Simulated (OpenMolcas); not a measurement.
Au2+: moving or changing the point charges

Au2+ among 4 point charges of -1 e arranged as a tetrahedron (Td), 1.8 Å from the ion.
```
   1.0392    1.0392    1.0392  -1.00
   1.0392   -1.0392   -1.0392  -1.00
  -1.0392    1.0392   -1.0392  -1.00
  -1.0392   -1.0392    1.0392  -1.00
```

```
Program             : OpenMolcas
Method              : CASSCF
Basis               : ANO-RCC-VDZP [7s6p4d2f]
Scalar Hamiltonian  : DKH2, point nucleus
Active space        : 9 electrons in 5 orbitals (5d)
State averaging     : 2S+1 = 2 even, 5 roots
Spin-orbit coupling : RASSI with atomic mean-field integrals over the reference wave functions
```

Runs around this geometry, states (labels of Td). Energies in cm-1 above the lowest state or level, χT in cm3 K/mol; under a threefold ground state the first gap can be a small split of the lowest multiplet, not the spin-orbit step; 10Dq is the gap between the two states; 10Dq is negative for this site.

```csv
R (Å),q (e),Ground state,First state of that spin,10Dq,First gap with spin-orbit (degeneracies),χT at 300 K
1.8,-0.65,2T2,2E 2275,-2275,"1298 (2, 4)",0.768
1.73,-1,2T2,2E 3666,-3666,"1897 (2, 4)",0.638
1.8,-1,2T2,2E 3176,-3176,"1700 (2, 4)",0.671
1.9,-1,2T2,2E 2595,-2595,"1443 (2, 4)",0.726
```

Taking |10Dq| as R^-n, n = -ln(2595 / 3666) / ln(1.9 / 1.73) = 3.7 between the shortest and longest distance. The point-charge formula for a cubic d site gives n = 5.

Scaling the charges by -0.65 / -1 = 0.65 scales |10Dq| by 2275 / 3176 = 0.72; with fixed orbitals a first-order splitting would follow the charge.

An orbital triplet at a regular site is open to Jahn-Teller coupling, which can distort the site and quench the lowest spin-orbit gaps and is left out. The ground term spreads over less than 5000 cm-1, several times less than with real ligands, so orbital moments are less quenched and χT lies further from the spin-only value than at real sites. This is an electrostatic model: the charges have no orbitals. No measured value stands beside these numbers.
